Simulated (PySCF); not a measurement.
C5H4ClFO.
Atom-mapped SMILES: `[F:1][C@@H:2]1[CH:3]=[CH:4][O:5]/[C:6]1=[CH:7]/[Cl:8]` (hydrogens: H9 on C2; H10 on C3; H11 on C4; H12 on C7)

Structure used (GFN2-xTB), in Å, numbered top down from 1:
```
atom  x, y, z in Å
F1     0.0968   -1.7656   -0.9858
C2    -0.0942   -0.9316    0.1040
C3    -1.5216   -0.4883    0.2353
C4    -1.5551    0.8327    0.1006
O5    -0.3332    1.4102   -0.0887
C6     0.5977    0.4027   -0.0867
C7     1.8982    0.6452   -0.2228
Cl8    3.0564   -0.6119   -0.1872
H9     0.2917   -1.4908    0.9669
H10   -2.3429   -1.1593    0.3725
H11   -2.3826    1.5168    0.1282
H12    2.2901    1.6392   -0.3624
```

Method used: TDDFT CAM-B3LYP/def2-SVPD, vertical, gas phase, core orbitals frozen in the response (PySCF).

Orbital energies (eV): HOMO-3 -11.51, HOMO-2 -10.56, HOMO-1 -9.59, HOMO -8.14, LUMO -0.02, LUMO+1 1.34, LUMO+2 1.51.

Computed singlets:

| state | E (eV) | f |
| --- | --- | --- |
| S1 | 5.16 | 0.185 |
| S2 | 6.32 | 0.0040 |
| S3 | 6.59 | 0.155 |
| S4 | 6.69 | 0.022 |
| S5 | 6.96 | 0.115 |
| S6 | 7.07 | 0.0058 |
| S7 | 7.16 | 0.0083 |
| S8 | 7.48 | 0.015 |

Question: Assign a leading configuration to S1, S3, S4 and S6 and set E beside the orbital difference Δε.

Answer: 

```
state  leading configuration  weight  Δε (eV)  E (eV)  E − Δε (eV)       f  other configurations
   S1              HOMO→LUMO    0.96     8.12    5.16        -2.96   0.185                     –
   S3            HOMO-1→LUMO    0.85     9.57    6.59        -2.98   0.155                     –
   S4            HOMO→LUMO+1    0.61     9.48    6.69        -2.79   0.022           H→L+2 (21%)
   S6            HOMO-2→LUMO    0.78    10.54    7.07        -3.47  0.0058                     –
```

E − Δε runs from -3.47 to -2.79 eV. By orbital difference alone the order would be S1, S4, S3, S6.

H and L stand for HOMO and LUMO. The other states: S2 6.32 eV, f 0.0040, H→L+2 (52%), H→L+1 (22%); S5 6.96 eV, f 0.115, H→L+3 (85%); S7 7.16 eV, f 0.0083, H→L+4 (76%), H-1→L+1 (11%); S8 7.48 eV, f 0.015, H→L+5 (73%).

Question: Pair triplets and singlets of the same leading configuration (75% or more in both) and give the splittings.

Answer: 

```json
{"configuration": "HOMO→LUMO", "triplet": "T1", "E(T) (eV)": "3.47", "singlet": "S1", "E(S) (eV)": "5.16", "E(S) − E(T) (eV)": "+1.68"}
```

The 3 triplets are Tamm–Dancoff values, the singlets full response.

Summed over the main configurations (up to three a state, each over 8%) of all 8 singlets, the electron leaves HOMO with weight 4.86, HOMO-1 with weight 0.96 and HOMO-2 with weight 0.78.
